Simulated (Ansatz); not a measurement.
Question: Name a neutral molecule of C, Mg and H with size of the dipole moment (B3LYP/def2-TZVPP) between 0.00 and 0.30 D and LUMO energy (PBE0/def2-TZVPP) between -0.55 and -0.25 eV (Ansatz, PBE0-D4/def2-TZVP geometry).

Answer: `C[CH2][Mg][CH3]` (0.21 D, -0.51 eV); `[CH3][Mg][CH3]` (0.01 D, -0.51 eV). Other molecules can fit too; these were computed, each in one conformer that needn't be the lowest.

B3LYP here is the variant with VWN-RPA as its local correlation; programs differ in this.
